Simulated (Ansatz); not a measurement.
`Sc1sc(-c2sc(-c3sc(S)c4ccccc34)c3ccccc23)c2ccccc12`. Total charge 0; singlet. Geometry PBE-D4/def2-SVP.

Cartesian coordinates in Å:
```
S -1.802 6.588 1.786
C -0.915 5.112 1.425
S -1.713 3.575 1.352
C -0.280 2.719 0.860
C -0.327 1.296 0.626
S -1.648 0.603 -0.267
C -1.068 -1.028 -0.110
C -1.824 -2.119 -0.675
S -3.551 -2.184 -0.477
C -3.718 -3.666 -1.362
S -5.286 -4.439 -1.549
C -2.460 -4.129 -1.796
C -2.182 -5.308 -2.551
C -0.883 -5.568 -2.947
C 0.179 -4.665 -2.625
C -0.053 -3.520 -1.882
C -1.376 -3.236 -1.425
C 0.144 -1.047 0.624
C 0.887 -2.189 1.050
C 2.011 -2.016 1.839
C 2.427 -0.712 2.251
C 1.719 0.415 1.875
C 0.567 0.277 1.043
C 0.809 3.620 0.741
C 2.135 3.346 0.285
C 3.057 4.376 0.213
C 2.704 5.713 0.580
C 1.422 6.022 0.996
C 0.444 4.984 1.073
H -1.673 6.566 3.151
H -5.576 -3.985 -2.810
H -3.014 -5.983 -2.803
H -0.659 -6.474 -3.529
H 1.197 -4.884 -2.983
H 0.764 -2.822 -1.653
H 0.549 -3.196 0.767
H 2.582 -2.895 2.174
H 3.313 -0.609 2.897
H 2.021 1.412 2.226
H 2.407 2.325 -0.018
H 4.078 4.169 -0.142
H 3.464 6.506 0.514
H 1.126 7.049 1.257
```

Single mean-field runs in def2-SVP, def2-TZVP are fitted with def2-universal-jkfit.

(1) Estimate the orbital energies around the gap (eV) in Ansatz with PBE-D4/def2-SVP, revPBE-D4/def2-TZVP, r2SCAN-D4/def2-TZVP, PBE0-D4/def2-SVP, r2SCAN0-D4/def2-TZVP.

Results:

(1) 
```json
{"orbital": "HOMO−5", "PBE-D4/def2-SVP": "-6.34", "revPBE-D4/def2-TZVP": "-6.33", "r2SCAN-D4/def2-TZVP": "-6.61", "PBE0-D4/def2-SVP": "-7.38", "r2SCAN0-D4/def2-TZVP": "-7.56"}
{"orbital": "HOMO−4", "PBE-D4/def2-SVP": "-6.07", "revPBE-D4/def2-TZVP": "-6.12", "r2SCAN-D4/def2-TZVP": "-6.45", "PBE0-D4/def2-SVP": "-7.36", "r2SCAN0-D4/def2-TZVP": "-7.52"}
{"orbital": "HOMO−3", "PBE-D4/def2-SVP": "-6.05", "revPBE-D4/def2-TZVP": "-6.10", "r2SCAN-D4/def2-TZVP": "-6.44", "PBE0-D4/def2-SVP": "-7.34", "r2SCAN0-D4/def2-TZVP": "-7.50"}
{"orbital": "HOMO−2", "PBE-D4/def2-SVP": "-5.65", "revPBE-D4/def2-TZVP": "-5.64", "r2SCAN-D4/def2-TZVP": "-5.89", "PBE0-D4/def2-SVP": "-6.63", "r2SCAN0-D4/def2-TZVP": "-6.75"}
{"orbital": "HOMO−1", "PBE-D4/def2-SVP": "-5.29", "revPBE-D4/def2-TZVP": "-5.29", "r2SCAN-D4/def2-TZVP": "-5.50", "PBE0-D4/def2-SVP": "-6.19", "r2SCAN0-D4/def2-TZVP": "-6.30"}
{"orbital": "HOMO", "PBE-D4/def2-SVP": "-4.55", "revPBE-D4/def2-TZVP": "-4.55", "r2SCAN-D4/def2-TZVP": "-4.72", "PBE0-D4/def2-SVP": "-5.29", "r2SCAN0-D4/def2-TZVP": "-5.38"}
{"orbital": "LUMO", "PBE-D4/def2-SVP": "-3.04", "revPBE-D4/def2-TZVP": "-3.07", "r2SCAN-D4/def2-TZVP": "-3.13", "PBE0-D4/def2-SVP": "-2.55", "r2SCAN0-D4/def2-TZVP": "-2.60"}
{"orbital": "LUMO+1", "PBE-D4/def2-SVP": "-2.56", "revPBE-D4/def2-TZVP": "-2.61", "r2SCAN-D4/def2-TZVP": "-2.64", "PBE0-D4/def2-SVP": "-1.92", "r2SCAN0-D4/def2-TZVP": "-1.99"}
{"orbital": "LUMO+2", "PBE-D4/def2-SVP": "-2.33", "revPBE-D4/def2-TZVP": "-2.38", "r2SCAN-D4/def2-TZVP": "-2.39", "PBE0-D4/def2-SVP": "-1.62", "r2SCAN0-D4/def2-TZVP": "-1.69"}
{"orbital": "LUMO+3", "PBE-D4/def2-SVP": "-0.92", "revPBE-D4/def2-TZVP": "-1.13", "r2SCAN-D4/def2-TZVP": "-1.04", "PBE0-D4/def2-SVP": "-0.01", "r2SCAN0-D4/def2-TZVP": "-0.18"}
{"orbital": "LUMO+4", "PBE-D4/def2-SVP": "-0.88", "revPBE-D4/def2-TZVP": "-0.95", "r2SCAN-D4/def2-TZVP": "-0.86", "PBE0-D4/def2-SVP": "0.02", "r2SCAN0-D4/def2-TZVP": "-0.04"}
{"orbital": "LUMO+5", "PBE-D4/def2-SVP": "-0.78", "revPBE-D4/def2-TZVP": "-0.92", "r2SCAN-D4/def2-TZVP": "-0.82", "PBE0-D4/def2-SVP": "0.13", "r2SCAN0-D4/def2-TZVP": "0.02"}
```
